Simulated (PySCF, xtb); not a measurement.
C₃H₃BrF₂, SMILES F[C@@H]1[C@H](F)[C@H]1Br.

GFN2-xTB in xtb at its own geometry gives an orbital gap of 5.01 eV and a dipole moment of 1.03 D.

Coordinates come from a PBE0-D3(BJ)/def2-SVP optimisation. The structure was generated by enumeration; whether it is a known compound was not checked.

Question: What does PBE/def2-TZVP (PySCF) give? (An estimate is asked for; the answer gives what the named calculation found.)

Answer: gap 5.02 eV (levels -6.66 and -1.65 eV), dipole 1.08 D.
